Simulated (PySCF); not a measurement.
ZnCl⁻ at RHF-CCSD(T)

Computed with RHF-CCSD(T); PySCF, no relativity, basis sets Zn def2-TZVPPD, Cl def2-TZVPPD.

```json
{"state": "¹Σ⁺ (singlet), closed shell", "bond length": "0.2497 nm", "harmonic wavenumber": "178 cm⁻¹", "force constant": "0.422 mdyn/Å", "rotational constant Be": "0.1196 cm⁻¹", "anharmonicity ωexe": "1.93 cm⁻¹", "vibration–rotation constant αe": "0.00151 cm⁻¹", "well depth De to Zn + Cl⁻": "66 kJ/mol", "dissociation energy D0": "64 kJ/mol"}
```

Correlated steps freeze 10 core orbitals. For an ion De counts to the pair picked by the measured ionisation energies or electron affinities, which need not be the lowest pair at this level.
